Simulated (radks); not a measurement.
Values are calculated unless marked as measured or tabulated.
Task: Species: Hf2+. Configuration: [Xe] 4f14 5d2 (the NIST ground configuration). Level of theory: Dirac Kohn-Sham, Slater X-alpha with alpha = 0.858, spin-unpolarised, spherical densities, finite nucleus; open shells are shared between the two j in proportion to 2j + 1; Fermi nuclear charge, rms radius 5.347 fm (a radial shooting solver on a logarithmic mesh with Libxc functionals). Some entries of the table are withheld. Estimate them.

orbital,occ.,eigenvalue (eV),<1/r> (bohr^-1)
1s1/2,2,-65343.19,83.80
2s1/2,2,-11211.78,20.34
2p1/2,2,-10724.58,20.33
2p3/2,4,-9525.285,17.26
3s1/2,2,(1),7.470
3p1/2,2,-2354.878,7.393
3p3/2,4,-2097.137,6.602
3d3/2,4,-1723.038,(2)
3d5/2,6,-1666.556,(3)
4s1/2,2,(4),3.136
4p1/2,2,(5),3.029
4p3/2,4,(6),2.752
4d3/2,4,-234.5707,2.536
4d5/2,6,-223.6529,2.469
5s1/2,2,-84.9146,(7)
5p1/2,2,-58.9208,1.064
5p3/2,4,-50.8034,0.9674
4f5/2,6,-37.7970,(8)
4f7/2,8,-35.9649,(9)
5d3/2,0.8,-18.4090,0.6493
5d5/2,1.2,-17.7584,0.6297

Result: 
(1) 3s1/2 eigenvalue (eV): -2573.685
(2) 3d3/2 <1/r> (bohr^-1): 6.498
(3) 3d5/2 <1/r> (bohr^-1): 6.308
(4) 4s1/2 eigenvalue (eV): -533.8018
(5) 4p1/2 eigenvalue (eV): -443.4456
(6) 4p3/2 eigenvalue (eV): -384.2165
(7) 5s1/2 <1/r> (bohr^-1): 1.195
(8) 4f5/2 <1/r> (bohr^-1): 1.970
(9) 4f7/2 <1/r> (bohr^-1): 1.939
